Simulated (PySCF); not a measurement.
SnH₄, SMILES [SnH4].

The structure is a stationary point at PBE0-D3(BJ)/def2-TZVPD. The isomer is the one that the SMILES or the coordinates give; other isomers of the formula were not compared. The def2 effective core potentials stand for the cores of Sn; spin–orbit coupling is left out.

Calculation: PySCF with CAM-B3LYP/def2-TZVPD.

Symmetry labels are those of the subgroup D2 that the program uses (full group Td).

List the valence orbital energies around the gap with their symmetry. (Estimate from the structure and the level; the computed values follow.)


```
orbital  symmetry  energy (eV)
-------  --------  -----------
HOMO−7         B2       -29.79
HOMO−6         B3       -29.79
HOMO−5          A       -29.65
HOMO−4          A       -29.65
HOMO−3          A       -16.35
HOMO−2         B3       -10.55
HOMO−1         B1       -10.55
HOMO           B2       -10.55
LUMO            A         0.49
LUMO+1         B1         1.27
LUMO+2         B2         1.27
LUMO+3         B3         1.27
```
